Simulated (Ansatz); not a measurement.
C₃H₉Cl₂GaOSi, SMILES `C[Si](C)(C)[O][Ga]([Cl])[Cl]`, 17 atoms. The species carries charge 0 and has multiplicity 1. Correlated methods include outer-core shells of Ga, which these sets cover unevenly. Scalar relativity is left out up to krypton. Hardware: A = 4 threads of an AMD EPYC 7R13 on a shared host; B = 4 threads of an AMD EPYC 7R13 on a shared host and a share of an NVIDIA H100 80 GB. Correlated methods freeze the cores. Open-shell runs search over several starts.

Task: How many basis functions does each run have, and how long does it take in Ansatz? UKS B2PLYP (frozen core)/def2-TZVPP energy of the cation [B]; RKS ωB97M-V/def2-QZVPP energy [B]; RKS PBE0-D4/def2-SVP energy [A]; direct RPA on PBE orbitals/def2-TZVPP energy [B]; RKS PBE0-D4/def2-TZVP relaxation (9 steps) [B]; RKS HSE06 (plane-wave form)-D4/def2-TZVPP energy [B]; RKS ωB97M-V/def2-SVP energy [A]; UKS PBE-D4/def2-TZVPP energy of the cation [B]; RKS revPBE-D4/def2-TZVPP energy [B]; RKS B3LYP-D4/def2-TZVPP energy and forces [B]; UKS ωB97X-V/def2-TZVPP energy of the cation [B]; UKS PBE0-D4/def2-TZVPP energy of the cation [B]. (An estimate is asked.)

Result: Computed: Other jobs shared the machine, so times are rough.

```json
{"level": "RKS PBE0-D4/def2-SVP", "job": "energy [A]", "functions": "187", "wall time": "4.1 s", "peak host memory (GiB)": "0.69"}
{"level": "RKS HSE06 (plane-wave form)-D4/def2-TZVPP", "job": "energy [B]", "functions": "424", "wall time": "4.5 s", "peak host memory (GiB)": "0.93"}
{"level": "RKS B3LYP-D4/def2-TZVPP", "job": "energy and forces [B]", "functions": "424", "wall time": "5.5 s", "peak host memory (GiB)": "1.1"}
{"level": "RKS revPBE-D4/def2-TZVPP", "job": "energy [B]", "functions": "424", "wall time": "7 s", "peak host memory (GiB)": "0.9"}
{"level": "direct RPA on PBE orbitals/def2-TZVPP", "job": "energy [B]", "functions": "424", "wall time": "7.5 s", "peak host memory (GiB)": "1.9"}
{"level": "RKS ωB97M-V/def2-QZVPP", "job": "energy [B]", "functions": "797", "wall time": "12 s", "peak host memory (GiB)": "1.5"}
{"level": "RKS ωB97M-V/def2-SVP", "job": "energy [A]", "functions": "187", "wall time": "12 s", "peak host memory (GiB)": "1"}
{"level": "UKS PBE-D4/def2-TZVPP", "job": "energy of the cation [B]", "functions": "424", "wall time": "34 s", "peak host memory (GiB)": "1.1"}
{"level": "RKS PBE0-D4/def2-TZVP", "job": "relaxation (9 steps) [B]", "functions": "337", "wall time": "36 s", "peak host memory (GiB)": "1"}
{"level": "UKS PBE0-D4/def2-TZVPP", "job": "energy of the cation [B]", "functions": "424", "wall time": "39 s", "peak host memory (GiB)": "1.1"}
{"level": "UKS B2PLYP (frozen core)/def2-TZVPP", "job": "energy of the cation [B]", "functions": "424", "wall time": "43 s", "peak host memory (GiB)": "2"}
{"level": "UKS ωB97X-V/def2-TZVPP", "job": "energy of the cation [B]", "functions": "424", "wall time": "58 s", "peak host memory (GiB)": "1.3"}
```

B3LYP here is the variant with VWN-RPA as its local correlation; programs differ in this.
